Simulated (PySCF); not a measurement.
Electron correlation in Pb (lead, neutral)

[Xe] 4f14 5d10 6s2 6p1 7s1, high-spin 3P determinant (an excited configuration). Computed with PySCF 2.14 in x2c-TZVPPall with one added diffuse shell each of s, p, d, f type (12s8p7d4f, 99 functions), with the spin-free X2C one-electron Hamiltonian (Gaussian nucleus). Frozen: [Kr] 4d10 4f14; 22 electrons correlated.

```tsv
level	correlation energy (mhartree)
CCSD	-457.19
(T)	-10.04
CCSD(T)	-467.23
```

Diagnostics: T1 = 0.0093, D1 = 0.0392, largest double amplitude 0.048.

Problem. Is a single reference adequate?

Solution. Yes, within this model without spin-orbit coupling: T1 lies below 0.03 and no double amplitude reaches 0.07.

This basis was not built for core-valence correlation, so the inner-shell part is incomplete.
